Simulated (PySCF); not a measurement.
Compound: C2H5FS2Si.
Numbering: `[CH2:1]=[CH:2][S:3][Si@H:4]([F:5])[SH:6]` (hydrogens: H7, H8 on C1; H9 on C2; H10 on Si4; H11 on S6)

Structure used (PBE0-D3(BJ)/def2-SVP), in Å, numbered top down from 1:
```
atom  x, y, z in Å
C1    -2.009    0.057   -0.403
C2    -1.242   -0.747    0.338
S3     0.403   -1.286   -0.054
Si4    1.199    0.524   -0.844
F5     0.573    0.877   -2.303
S6     3.294    0.212   -1.077
H7    -1.683    0.457   -1.367
H8    -3.005    0.334   -0.048
H9    -1.603   -1.158    1.286
H10    0.843    1.679    0.012
H11    3.267   -0.974   -0.430
```

Jobs on this species (11 atoms, 72 electrons) with PySCF (density fitting). Hardware of each: one thread, Arm Neoverse V1 (aarch64) (shared host). The host was shared with other jobs, so the times are rough. Peak memory is the resident size of the whole Python process, interpreter and libraries included.

Problem. Rank these jobs by wall time, shortest first.
A. HF/pcSseg-1; shieldings; 148 basis functions
B. PBE0-D3(BJ)/def2-SVP, grid level 1; geometry optimisation from a GFN2-xTB start shaken at random; 121 basis functions
C. PBE/pcSseg-1; shieldings; 148 basis functions

Solution. A (6.7 s), C (19 s), B (53 s).

All jobs:

| level and settings | work | basis functions | SCF cycles | wall time | peak memory |
| --- | --- | --- | --- | --- | --- |
| HF/pcSseg-1 | shieldings | 148 | 11 | 6.7 s | 0.88 GiB |
| LDA/pcSseg-1 | shieldings | 148 | 15 | 15 s | 0.75 GiB |
| BP86/pcSseg-1 | shieldings | 148 | 16 | 18 s | 0.75 GiB |
| KT2/pcSseg-1 | shieldings | 148 | 16 | 18 s | 0.75 GiB |
| OPBE/pcSseg-1 | shieldings | 148 | 16 | 18 s | 0.75 GiB |
| BLYP/pcSseg-1 | shieldings | 148 | 15 | 18 s | 0.75 GiB |
| KT3/pcSseg-1 | shieldings | 148 | 16 | 18 s | 0.75 GiB |
| PBE/pcSseg-1 | shieldings | 148 | 16 | 19 s | 0.75 GiB |
| PBE0-D3(BJ)/def2-SVP, grid level 1 | geometry optimisation from a GFN2-xTB start shaken at random | 121 | 63 | 53 s | 0.53 GiB |

Problem. What do all jobs in the table cost together?

Solution. About 3.1 min; the longest takes about 29 % of that, and about 7.9 times as long as the shortest.
